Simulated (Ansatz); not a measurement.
Basis-set extrapolation for C₃H₆BFO (`CB/C(F)=C\O`) (PBE0-D4/def2-TZVP geometry, frozen core, the Gaussian-basis code of Ansatz). Multiplicity 1, RHF reference.

```
                      def2-TZVPP   def2-QZVPP
                 HF  -316.181237  -316.195451
    MP2 correlation    -1.072825    -1.154524
CCSD(T) correlation    -1.153717      not run
```

Energies in hartree. Use E(X) = E(∞) + A·exp(−7.88·√X) for Hartree–Fock and E(X) = E(∞) + B·X^(−2.97) for correlation, with X = 3 and 4, and add CCSD(T) minus MP2 of the smaller set to the MP2 limit.

**Question.** What is the CCSD(T) energy at the basis-set limit?

**Answer.** HF limit: -316.195451 + (-0.014214) × 0.13774 = -316.19741. MP2 limit: -1.154524 + (-0.081699) × 0.74074 = -1.21504. Higher-order term: -1.153717 − (-1.072825) = -0.08089. Total: -317.49334 hartree, 415.8 kJ/mol below CCSD(T)/def2-TZVPP.
